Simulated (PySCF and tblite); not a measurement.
Results of a calculation; reference values are marked as such.
C8H10O2, numbered as in [CH3:1][CH:2]([CH3:3])[c:4]1[cH:5][c:6]([CH:7]=[O:8])[cH:9][o:10]1.

Geometries GFN2-xTB; weights from PBE0-D3(BJ)/def2-SVP energies and GFN2-xTB thermal corrections, with symmetry numbers and mirror pairs. Conformers within 2.5 kcal/mol (GFN2-xTB free energy) were kept, 4 at most. Run with PySCF (density fitting) and tblite.

Torsions listed: C1–C2–C4–O10, C5–C6–C7–O8.

| conformer | shape | symmetry | E(GFN2) kcal/mol |
| --- | --- | --- | --- |
| 1 | -61°, 0° | Cs | 0.61 |
| 2 | 118°, 0° | Cs | 0.55 |
| 3 | 119°, 180° | Cs | 0.02 |
| 4 | -61°, 180° | Cs | 0.00 |

Task: Which of these conformers is the most populated at 298.15 K, and with what share?

Result: Conformer 1, about 67 %.

Task: Give the DFT energies and free energies relative to the lowest, and all weights.

Result: 
```
conformer       shape  E(DFT) kcal/mol  G(298.15 K) kcal/mol  weight %
        1    -61°, 0°             0.00                  0.00      66.9
        2    118°, 0°             1.08                  0.84      16.2
        3  119°, 180°             1.93                  1.79       3.3
        4  -61°, 180°             0.84                  0.94      13.6
```

Task: How does its share change from 250 K to 350 K?

Result: From 74 % to 61 %; the mixing entropy goes from 1.61 to 2.09 cal/(mol K).


Conformer gaps in def2-SVP on xTB geometries can be 2 kcal/mol too large for S=O, P=O and other polar bonds.